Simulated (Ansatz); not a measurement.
`C[N](C)[AlH2]` and `C[N](C)[MgH]` differ in one atom or group.

Ansatz, PBE0-D4/def2-TZVP geometries, multiplicity 1. 

```json
{"property": "size of the dipole moment (B3LYP/def2-TZVPP) / D", "`C[N](C)[AlH2]`": "1.04"}
{"property": "LUMO energy (PBE0/def2-TZVPP) / eV", "`C[N](C)[AlH2]`": "-0.76"}
{"property": "HOMO–LUMO gap (B3LYP/def2-TZVPP) / eV", "`C[N](C)[AlH2]`": "5.32"}
{"property": "HOMO–LUMO gap (ωB97M-V/def2-TZVPP) / eV", "`C[N](C)[AlH2]`": "9.57"}
{"property": "HOMO energy (ωB97M-V/def2-TZVPP) / eV", "`C[N](C)[AlH2]`": "-8.76"}
{"property": "zero-point energy (PBE0-D4/def2-TZVP) / kJ/mol", "`C[N](C)[AlH2]`": "251.5"}
```

**Question.** Give the same properties after the change, and the shifts. (Best estimate.)

**Answer.** Computed: 
```csv
property,`C[N](C)[MgH]`,shift
size of the dipole moment (B3LYP/def2-TZVPP) / D,0.22,-0.82
LUMO energy (PBE0/def2-TZVPP) / eV,-0.51,0.25
HOMO–LUMO gap (B3LYP/def2-TZVPP) / eV,4.48,-0.84
HOMO–LUMO gap (ωB97M-V/def2-TZVPP) / eV,8.50,-1.07
HOMO energy (ωB97M-V/def2-TZVPP) / eV,-7.73,1.03
zero-point energy (PBE0-D4/def2-TZVP) / kJ/mol,225.2,-26.3
```

With PBE0 the HOMO rises by 1.04 eV and the LUMO rises by 0.25 eV, so the gap narrows by about 0.79 eV. PBE moves the HOMO by 1.05 eV and ωB97M-V by 1.03 eV. The zero-point energy changes by -26.3 kJ/mol with -3 modes. Dipoles are sizes alone; their direction can turn.

B3LYP here is the variant with VWN-RPA as its local correlation; programs differ in this.
